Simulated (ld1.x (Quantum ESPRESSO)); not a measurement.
**An all-electron radial function and its pseudo partner (magnesium)**

Columns: radius, all-electron u(r) and pseudo u(r) of the 3p shell (level -7.01 eV) of magnesium in the configuration [He] 2s2 2p6 3s1 3p0; PBEsol, scalar-relativistic, PAW scheme, ld1.x (Quantum ESPRESSO) 7.5.

```tsv
r (bohr)	all-electron	pseudo
0.068	0.0363	0.0174
0.135	0.0985	0.0659
0.202	0.1547	0.1373
0.270	0.1950	0.2214
0.338	0.2170	0.3032
0.405	0.2227	0.3688
0.473	0.2153	0.4100
0.540	0.1980	0.4201
0.608	0.1729	0.3988
0.675	0.1428	0.3507
0.742	0.1092	0.2831
0.810	0.0727	0.2038
0.878	0.0348	0.1231
0.945	-0.0030	0.0492
1.013	-0.0414	-0.0158
1.080	-0.0788	-0.0690
1.148	-0.1159	-0.1135
1.215	-0.1513	-0.1511
1.283	-0.1860	-0.1860
1.350	-0.2189	-0.2189
1.418	-0.2506	-0.2506
1.485	-0.2804	-0.2804
1.553	-0.3091	-0.3091
1.620	-0.3357	-0.3357
1.688	-0.3611	-0.3611
1.755	-0.3845	-0.3845
```

Q: How many radial nodes do the two functions have?

A: The all-electron 3p function has n − l − 1 = 1; the pseudo-wave has 1, since 1 lower shell of the same l stays in the valence.

Q: At about which radius was the pseudo-wave matched?

A: 1.30 bohr. The columns agree to 0.0005 from 1.22 bohr on; several derivatives are matched, so the curves merge somewhat inside the radius.

Q: Is the pseudo-wave norm-conserving?

A: No, it belongs to a PAW set: the norm inside the radius is not constrained, and the difference is carried by the augmentation charge.
